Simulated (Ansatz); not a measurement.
Ansatz (a first-principles code) input:

Ansatz 0.2 input:
```yaml
crystal:
  periodic: [false, false, false]
  atoms:
    - {symbol: F, position_ang: [-1.54946488, -0.87536359, 0.71204045]}
    - {symbol: B, position_ang: [-0.85628416, -0.04575107, -0.04897713]}
    - {symbol: F, position_ang: [-1.54260940, 0.71015474, -0.88889872]}
    - {symbol: B, position_ang: [0.85628416, 0.04575107, 0.04897713]}
    - {symbol: F, position_ang: [1.63388106, -0.71561988, -0.70173022]}
    - {symbol: F, position_ang: [1.45819322, 0.88082873, 0.87858849]}
basis:
  gaussian:
    orbitals: aug-cc-pVDZ
magnetization: {spin_polarized: true, initial_magnetization: 2}
correlation: {method: ccsd_t, electrons: outside_noble_gas}
```

Task: Which total energy does the run end on?

Result: -448.14748 Eh (CCSD(T)/aug-cc-pVDZ). The basis has 138 functions.

This state (charge 0, triplet) is run at the relaxed geometry of the species with charge 0 and multiplicity 1, and is a spin state other than that species' own.
